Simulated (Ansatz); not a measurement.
A set of 12 reactions (isomerisation), with CCSD(T)/CBS values in kJ/mol:

| reaction | ΔE |
| --- | --- |
| `FC1(F)CO1` → `OC=C(F)F` | 5.1 |
| `C=CCOC=O` → `O=CC1(O)CC1` | 47.7 |
| `C=N/C([SiH3])=C\O` → `C=C1O[Si]1(C)N` | -227.5 |
| `C=CCC#N` → `CC=C=C=N` | 151.7 |
| `O[SiH]1CCC1` → `CC(C)[Si]O` | 85.0 |
| `CB([SiH3])[SiH3]` → `B[SiH2]C[SiH3]` | -2.2 |
| `C[N](C)[InH2]` → `C[CH2][InH][NH2]` | -81.8 |
| `B[SiH2]C=O` → `B1OC[SiH2]1` | -162.8 |
| `C[Si]1(Cl)CN1` → `C/C(Cl)=N\[SiH3]` | 104.0 |
| `[SiH3]CCSS` → `CCSS[SiH3]` | -68.8 |
| `BC1=CC1F` → `C=C1BC1F` | 15.3 |
| `C[SiH](F)C=N` → `CN(C)[Si]F` | -0.7 |

Isolated molecules relaxed with PBE0-D4/def2-TZVP in Ansatz; ΔE leaves out vibrations. CCSD(T)/CBS adds triple-zeta CCSD(T) − MP2 to the extrapolated MP2 energy (def2 sets, frozen cores). This one scheme is used for every species. Double bonds are as drawn, so ΔE can hold a change between cis and trans. DFT in def2-TZVPP. B3LYP here is the variant with VWN-RPA as its local correlation; programs differ in this. Elements past krypton have def2 core potentials. For In outer-core shells are correlated without core-valence functions, which leaves a few kJ/mol of doubt a bond. One conformer a species, not always the lowest.

Question: Give the mean, mean absolute and largest difference (level minus CCSD(T)/CBS, kJ/mol) for: r2SCAN-D4, PBE0-D4, B3LYP-D4, ωB97M-V, PBE, PBE0, B3LYP, HF/def2-TZVPP, MP2/def2-TZVPP, CCSD(T)/def2-TZVPP, HF/def2-QZVPP, SCS-MP2/def2-QZVPP, MP2/CBS(def2), CCSD/CBS(def2). (Best estimate.)

Answer: Computed: 
```csv
level,mean,mean absolute,largest
r2SCAN-D4,-1.5,9.0,-42.4
PBE0-D4,-1.8,8.8,-31.8
B3LYP-D4,-2.0,11.6,-31.4
ωB97M-V,-1.2,4.5,-10.0
PBE,-3.6,11.4,-53.8
PBE0,-1.8,8.5,-33.5
B3LYP,-2.0,11.4,-34.6
HF/def2-TZVPP,9.5,16.7,36.8
MP2/def2-TZVPP,0.5,6.8,11.4
CCSD(T)/def2-TZVPP,1.6,3.6,8.7
HF/def2-QZVPP,9.2,16.6,36.6
SCS-MP2/def2-QZVPP,2.1,4.7,13.4
MP2/CBS(def2),-1.2,8.8,-17.1
CCSD/CBS(def2),1.1,1.9,8.3
```

The largest T1 diagnostic in the set is 0.017, for `C[N](C)[InH2]` (customary mark 0.02).

CCSD(T)/CBS is a level of theory with its own doubt, and the functionals carry their triple-zeta basis error, so these figures describe this set and don't rank the functionals.
